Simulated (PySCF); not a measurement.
Computed properties of CH₂BF₃O, SMILES FC(F)(BO)F

B(CF3)(H)(OH) (CH2BF3O), SMILES OBC(F)(F)F. Geometry optimised at B3LYP-D3(BJ)/def2-SVP. One conformer was computed; it need not be the lowest. All values are computed for the isolated molecule unless a solvent is named; none is compared with measurement here.

**Structure.** The optimised structure has Cs symmetry. All 18 harmonic modes at B3LYP-D3(BJ)/def2-SVP (PySCF) are real, so it is a minimum. With heavy atoms numbered as in [BH:1]([C:2]([F:3])([F:4])[F:5])[OH:7], the shortest bond between them is B1–O7 at 1.336 Å and the longest B1–C2 at 1.612 Å.

**Vibrations.** The strongest infrared lines (harmonic, unscaled, degenerate partners summed) lie at 1143 cm⁻¹ (331 km/mol, C 57 %, F 16 %, H 15 %), 1162 cm⁻¹ (246 km/mol, C 73 %, F 26 %), 1176 cm⁻¹ (153 km/mol, H 53 %, C 30 %, F 8 %). The softest mode is at 68 cm⁻¹ and the zero-point energy is 26.8 kcal/mol.

**Electronic structure.** CAM-B3LYP/def2-TZVP (PySCF) places the frontier levels at -11.14 and -0.08 eV, a gap of 11.06 eV, and gives a dipole moment of 1.33 D and a mean polarisability of 31.1 bohr³. PBE/def2-TZVP (PySCF) at the same geometry gives -7.92 and -2.20 eV, so its gap is 5.34 eV narrower. An orbital gap is neither the optical nor the fundamental gap.

**Excitations.** TDA-B3LYP/def2-SVPD (PySCF) has S1 at 6.53 eV (190 nm, f = 0.000, dark); the most intense of the 10 singlets computed lies at 9.34 eV (f = 0.14). T1 (TDA) is at 5.88 eV, 0.65 eV under S1. TDA-PBE/def2-SVPD (PySCF) puts S1 at 6.02 eV. No vertical singlet excitation falls in the visible range (under 3.1 eV).

**NMR.** GIAO shifts at KT2/pcSseg-1 (PySCF) (non-relativistic, atoms alike by connectivity averaged): ¹³C at 132.2 ppm against TMS; ¹H from 5.2 to 7.1 ppm against TMS; ¹⁹F at -119.9 ppm against CFCl3; ¹¹B at 23.8 ppm against BF3.
